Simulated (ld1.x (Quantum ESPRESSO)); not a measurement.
## Tl (Z = 81): one change to an ultrasoft potential, before and after

ld1.x (Quantum ESPRESSO) 7.5 input, shortened:

```
&input
   title='Tl', zed=81., rel=1, dft='BLYP', iswitch=3,
   config='[Xe] 4f14 5d10 6s2 6p0.5'
 /
 &inputp
   pseudotype=3, tm=.true., lloc=-1, rcloc=1.75,
   nlcc=.false.,
   which_augfun='PSQ', rmatch_augfun_nc=.true.
 /
6
6S  1  0   2.00   0.00  2.30  2.45  0.0
6S  1  0   0.00   1.50  2.30  2.45  0.0
6P  2  1   0.50   0.00  2.70  2.85  0.0
6P  2  1   0.00   3.85  2.70  2.85  0.0
5D  3  2  10.00   0.00  2.10  2.30  0.0
5D  3  2   0.00  -1.00  2.10  2.30  0.0
 &test
   configts(1)='5d10 6s2 6p0.5'
 /
```

Change: functional Wu–Cohen.

Cutoffs: the cutoffs (Ry, on a coarse ladder) from which the occupation-weighted sum of valence levels, in a spherical-Bessel basis at the reference potential, stays within 10 and 1 mRy of its value at 400 Ry; they do not see the model core or the augmentation charge, which bear on the density cutoff. Errors are all-electron minus pseudo energies relative to the spin-unpolarised reference configuration.

Problem. How do hardness, ghosts and transferability respond?

Solution. The potential gets neither clearly harder nor softer (21 Ry and 35 Ry → 21 Ry and 35 Ry); both files keep a bound ghost (s); of the 7 tests that both files solve, the error grows in 3 and shrinks in 3 by more than 15 % and 0.3 meV (median size 8.4 → 11.4 meV); the range in which the d phases agree narrows (upper end 3.1 → 0.8).

```csv
quantity,base,changed
"cutoff, loose",21 Ry,21 Ry
"cutoff, tight",35 Ry,35 Ry
bound ghosts,s,s
"error for 5d10 6s2 6p1, meV [ΔE -1.85 → -1.83 eV]",+1.1,+1.0
"error for 5d10 6s2 6p0, meV [ΔE 3.34 → 3.30 eV]",-1.4,-1.8
"error for 5d10 6s1 6p0, meV [ΔE 24.15 → 24.16 eV]",-24,-37
"error for 5d10 6s2 6p1.3, meV [ΔE -2.34 → -2.31 eV]",+1.8,+1.5
"error for 5d10 6s1 6p1, meV [ΔE 11.55 → 11.70 eV]",-8.4,-11
"error for 5d9 6s2 6p2, meV [ΔE 12.70 → 12.85 eV]",+109,+84
"error for 5d9 6s2 6p1, meV [ΔE 19.17 → 19.39 eV]",+94,+67
s: phases at 3.12 bohr within 0.05 rad from the reference energy up to (Ry; the scan ends near 5),to the end of the scan,to the end of the scan
p: phases at 3.12 bohr within 0.05 rad from the reference energy up to (Ry; the scan ends near 5),3.1,3.0
d: phases at 3.12 bohr within 0.05 rad from the reference energy up to (Ry; the scan ends near 5),3.1,0.8
lowest overlap eigenvalue by channel,"s 0.32, p 0.76, d 0.83","s 0.32, p 0.76, d 0.80"
```

 A true bound ghost makes a file unfit for plane-wave use even where its test errors are small: the radial tests pick states by their node count and pass the ghost by.
